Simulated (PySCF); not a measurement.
Gas-phase reaction: 2 GeCl3 + CF2 + CCl2 → 2 GeCl4 + 2 CF

Energies from PySCF (xtb for GFN2), thermal terms from the rigid-rotor harmonic-oscillator model, ideal gas at 1 bar. † marks an energy on the PBE0/def2-TZVP geometry and frequencies; other levels use their own. CCSD(T) freezes the core. 6-31G* has spherical d functions here. Open shells (unrestricted): GeCl3 (multiplicity 2), CF (multiplicity 2); the rest are closed-shell singlets. GFN2 has no spin-polarisation term. Spin-orbit splitting is ignored; it lowers the true energy and changes the entropy of CF. B3LYP is the form with VWN-RPA correlation. Ge: all electrons, no relativistic terms. GeCl3: computed as isolated molecules; such fragments, hydroxides, amides, oligomers or adducts are transient or little studied in the gas. CCSD(T) isn't extrapolated to the basis-set limit. Warning, large T1 diagnostic: CCl2 (CCSD(T)/def2-SVP†).

```
level               ΔH°(298 K), kJ
------------------  --------------
B3LYP/6-31G*            (withheld)
CCSD(T)/def2-SVP†             -107
GFN2-xTB                (withheld)
HF/6-31G*                     -175
HF/def2-TZVP†           (withheld)
PBE0/def2-TZVP                 -39
ωB97X-V/def2-TZVP†             -92
```

Problem. Fill in the missing entries.

Solution. 
- B3LYP/6-31G*, ΔH°(298 K), kJ: -19
- GFN2-xTB, ΔH°(298 K), kJ: 268
- HF/def2-TZVP†, ΔH°(298 K), kJ: -189
